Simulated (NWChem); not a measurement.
Molecule: CH6BN; SMILES BNC

```xyz
9

B      0.2300    -1.3584     0.0000
H     -0.4328    -2.3707     0.0000
H      1.4410    -1.3823     0.0000
N     -0.4209    -0.1328     0.0000
C      0.1788     1.1783     0.0000
H     -1.4353    -0.1210     0.0000
H     -0.1099     1.7627     0.8904
H     -0.1099     1.7627    -0.8904
H      1.2725     1.0781     0.0000
```
Atoms are numbered in this order, from 1.

Results from NWChem. Pople sets run with spherical d functions. Coordinates come from a PBE0/def2-SVP optimisation. Level: PBE0/6-31+G*; rows give the wavelength of the field.

```json
[
 {"field": "static", "isotropic polarisability (bohr³)": "35.0", "anisotropy (bohr³)": "16.6"},
 {"field": "1065 nm", "isotropic polarisability (bohr³)": "35.3", "anisotropy (bohr³)": "16.9"},
 {"field": "589 nm", "isotropic polarisability (bohr³)": "36.0", "anisotropy (bohr³)": "17.6"},
 {"field": "400 nm", "isotropic polarisability (bohr³)": "37.4", "anisotropy (bohr³)": "19.0"}
]
```
